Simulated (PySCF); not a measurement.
Isomers of C4H8OSi2. Computed with PBE0-D3(BJ)/def2-SVP geometry optimisation, gas phase (PySCF). Energies are electronic, without zero-point or thermal terms, for one conformer each. No frequencies were run at this level. Point groups hold within 0.08 Å.

Problem. Order them by energy at this level, lowest first, and give relative energies in kcal/mol.
A. `[SiH3:1][O:2][C:3]1=[CH:4][CH:5]=[CH:6][SiH2:7]1` with Si1–O2–C3–C4 180°
B. `[CH:1]#[C:2][C@@H:3]1[CH2:4][SiH2:5][O:6][SiH2:7]1` with C2–C3–C4–Si5 -161°, C3–C4–Si5–O6 28°, C4–Si5–O6–Si7 -8°, Si5–O6–Si7–C3 -11°
C. `[SiH3:1][SiH2:2][c:3]1[cH:4][cH:5][cH:6][o:7]1` with Si1–Si2–C3–C4 -118°

Solution. B (0.0), A (18.4), C (21.4).

As drawn, the lowest has a C≡C bond and an Si–O bond, which the highest lacks; the highest has an aromatic ring and an Si–Si bond, which the lowest lacks.

```json
{"SMILES": "C#C[C@@H]1C[SiH2]O[SiH2]1", "E (Eh)": "-810.59986", "E rel (kcal/mol)": "0.0", "dipole (D)": "1.06", "point group": "C1", "A, B, C (MHz)": "3493, 1290, 993.9"}
{"SMILES": "[SiH3]OC1=CC=C[SiH2]1", "E (Eh)": "-810.57058", "E rel (kcal/mol)": "18.4", "dipole (D)": "0.61", "point group": "Cs", "A, B, C (MHz)": "4222, 1121, 904.7"}
{"SMILES": "[SiH3][SiH2]c1ccco1", "E (Eh)": "-810.56583", "E rel (kcal/mol)": "21.4", "dipole (D)": "1.08", "point group": "C1", "A, B, C (MHz)": "4041, 953.8, 864.7"}
```

Problem. How do the relative energies change in single points at PBE/pcSseg-1 (no added dispersion term) on the same geometries?

Solution. 
```tsv
SMILES	PBE0-D3(BJ)/def2-SVP (kcal/mol)	PBE/pcSseg-1 (kcal/mol)	shift
C#C[C@@H]1C[SiH2]O[SiH2]1	0.0	0.0	0.0
[SiH3]OC1=CC=C[SiH2]1	18.4	18.3	-0.1
[SiH3][SiH2]c1ccco1	21.4	19.4	-2.0
```

Each column counts from its own lowest isomer. The order is unchanged; the largest shift is 2.0 kcal/mol.
